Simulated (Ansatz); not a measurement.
Reaction (redistribution): `[Cl][InH][SeH]` + `CO[B](C)[AlH2]` → `COB(C)[SeH]` + `[AlH2][InH][Cl]`

Computed with Ansatz on PBE0-D4/def2-TZVP structures; ΔE is electronic, products minus reactants. CCSD(T)/CBS adds triple-zeta CCSD(T) − MP2 to the extrapolated MP2 energy (def2 sets, frozen cores). DFT in def2-TZVPP. B3LYP here is the variant with VWN-RPA as its local correlation; programs differ in this. Elements past krypton have def2 core potentials. For In, Se outer-core shells are correlated without core-valence functions, which leaves a few kJ/mol of doubt a bond. Scalar relativity is left out up to krypton. Each species was taken in one conformer, which may not be the lowest.

`[Cl][InH][SeH]`:

Cartesian coordinates in Å:
```
Cl 2.263 -1.159 -0.952
In 0.269 -0.017 -0.568
Se -0.426 -0.217 1.809
H -0.479 0.796 -1.863
H -1.628 0.596 1.574
```

`CO[B](C)[AlH2]`:

```xyz
13

C     1.986   -0.532    0.245
O     0.886    0.099    0.846
B    -0.331    0.229    0.264
C    -1.424    0.969    1.119
Al   -0.791   -0.521   -1.717
H     1.742   -0.909   -0.758
H     2.306   -1.373    0.865
H     2.811    0.179    0.160
H    -2.284    0.311    1.294
H    -1.825    1.834    0.577
H    -1.048    1.310    2.087
H    -1.417   -1.972   -1.953
H    -0.612    0.375   -3.029
```

`COB(C)[SeH]`:

Z-matrix (Å, degrees):
```
C
O 1 1.412
H 1 1.089 2 107.8
H 1 1.094 2 110.9 3 -119.4
H 1 1.094 2 110.9 3 119.4
B 2 1.349 1 123.2 3 -179.9
Se 6 1.977 2 118.7 1 -0.0
C 6 1.564 2 119.5 1 -180.0
H 7 1.466 6 94.0 2 180.0
H 8 1.094 6 111.1 2 -120.9
H 8 1.092 6 111.2 2 -0.1
H 8 1.094 6 111.1 2 120.8
```

`[AlH2][InH][Cl]`:

Cartesian coordinates in Å:
```
Al 1.027 -0.983 -0.037
In -1.078 0.619 -0.288
Cl -0.728 2.331 1.326
H 0.988 -2.186 0.997
H 2.344 -0.696 -0.875
H -2.553 0.915 -1.122
```

Q: Is it downhill or uphill in electronic energy at CCSD(T)/CBS, and by how much? (Best estimate.)

A: Computed: Downhill: ΔE = -12.9 kcal/mol.

Q: What do these levels give: PBE-D4, ωB97X-V, B3LYP, HF/def2-QZVPP, SCS-MP2/def2-QZVPP, CCSD/CBS(def2)? (Estimate.)

A: Ansatz gave: PBE-D4 -12.4, ωB97X-V -12.1, B3LYP -11.7, HF/def2-QZVPP -10.8, SCS-MP2/def2-QZVPP -13.5, CCSD/CBS(def2) -12.9 kcal/mol.

Largest T1 diagnostic among the species: 0.014.

In def2-TZVPP, CCSD(T) changes the Hartree–Fock value by −2.2 kcal/mol (the triples alone add +0.1 kcal/mol) and MP2 by −3.6 kcal/mol.
